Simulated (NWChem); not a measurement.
Si₃H₇ cation

```xyz
10

Si     0.3065     2.1595     0.0041
Si    -0.6586    -0.0005    -0.0060
Si     0.3030    -2.1614    -0.0183
H     -0.1925     2.7240    -1.2834
H      1.7807     2.0022     0.0689
H     -0.3048     2.8112     1.1960
H     -2.1537     0.0033     0.0250
H     -0.4409    -2.8996    -1.0752
H     -0.0335    -2.6264     1.3601
H      1.7592    -2.0111    -0.2620
```
Atoms are numbered in this order, from 1.

All runs: NWChem. The geometry was optimised at PBE0/def2-SVP. Level: M05-2X/def2-SVP with SMD (1 M gas to 1 M solution), gas-phase geometry. Reactions with the solvent are ignored.

```csv
solvent,dielectric constant,solvation free energy (kcal/mol),cavity-dispersion-structure term (kcal/mol)
water,78.4,-49.4,3.8
n-hexane,1.88,-25.9,-0.8
dichloromethane,8.93,-48.4,-0.6
1-octanol,9.86,-48.4,-0.1
```
